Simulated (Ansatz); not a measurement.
Computed with Ansatz on PBE0-D4/def2-TZVP structures; ΔE is electronic, products minus reactants. CCSD(T)/CBS adds triple-zeta CCSD(T) − MP2 to the extrapolated MP2 energy (def2 sets, frozen cores). DFT in def2-TZVPP. Elements past krypton have def2 core potentials. For Sn outer-core shells are correlated without core-valence functions, which leaves a few kJ/mol of doubt a bond. One conformer a species, not always the lowest.

Consider the redistribution: `F[SiH2]N[SiH2][SiH3]` + `[BH2][SnH2][CH2]F` → `[BH2][SnH2][SiH2][SiH3]` + `FCN[SiH2]F`.

CCSD(T)/CBS gives +0.08 eV.

(1) Another level gave -0.01 eV. Which?
A. r2SCAN/def2-TZVPP
B. SCS-MP2/def2-TZVPP
C. ωB97X-V/def2-TZVPP
D. PBE/def2-TZVPP

Largest T1 diagnostic among the species: 0.014.

Answers

(1) A. r2SCAN -0.01, SCS-MP2/def2-TZVPP 0.13, PBE -0.10, ωB97X-V 0.05 eV.

In def2-TZVPP, CCSD(T) changes the Hartree–Fock value by −0.08 eV (the triples alone add −0.02 eV) and MP2 by −0.08 eV.
